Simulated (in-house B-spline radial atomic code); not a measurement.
Configurations of Sc, with energies counted from [Ar] 3d1 4s2. All numbers are computed (Dirac-Hartree-Fock, average of configuration; Fermi nucleus of rms radius 3.5459 fm) with an all-electron radial atomic-structure program (B-spline basis), not measured. Energies include first-order Breit, QED and recoil terms.

Occupations are held fixed; configurations that lie above the ionisation limit could autoionise.

```tsv
configuration	E - E(ref) (eV)	highest orbital	its <r> (bohr)
[Ar] 3d1 4s1 4p1	1.8676	4p3/2	5.159
[Ar] 3d1 4s1 5p1	4.0577	5p3/2	13.33
[Ar] 3d1 4s1 5g1	4.9757	5g9/2	27.5
[Ar] 4s2 5p1	5.6873	5p3/2	12.4
[Ar] 4s2 6s1	6.1587	6s1/2	18.66
[Ar] 4s2 8s1	6.8205	8s1/2	45.83
[Ar] 4s2 8p1	6.887	8p3/2	52.91
[Ar] 4s2 7f1	6.9889	7f7/2	67.26
[Ar] 4s2 8d1	6.995	8d5/2	72.02
[Ne] 3s2 3p5 3d1 4s2 5s1	37.211	5s1/2	9.499
```

**Question.** Order these further configurations by energy, lowest first.
A. [Ne] 3s2 3p5 3d1 4s2 7f1
B. [Ar] 3d1 4s1 4f1
C. [Ne] 3s2 3p5 3d1 4s2 6g1
D. [Ar] 3d1 4s1 8p1
E. [Ar] 4s2 7g1

**Answer.** B (4.6682 eV), D (5.1526 eV), E (6.9896 eV), C (39.066 eV), A (39.165 eV).

**Question.** How far above the reference does [Ne] 3s2 3p5 3d1 4s2 5f1 lie?

**Answer.** 38.898 eV; its least bound orbital is 5f7/2 with <r> = 31.35 bohr.

**Question.** How far above the reference does [Ar] 4s2 6p1 lie?

**Answer.** 6.4014 eV; its least bound orbital is 6p3/2 with <r> = 22.92 bohr.

**Question.** How far above the reference does [Ne] 3s2 3p5 3d1 4s2 5g1 lie?

**Answer.** 38.9 eV; its least bound orbital is 5g9/2 with <r> = 27.5 bohr.
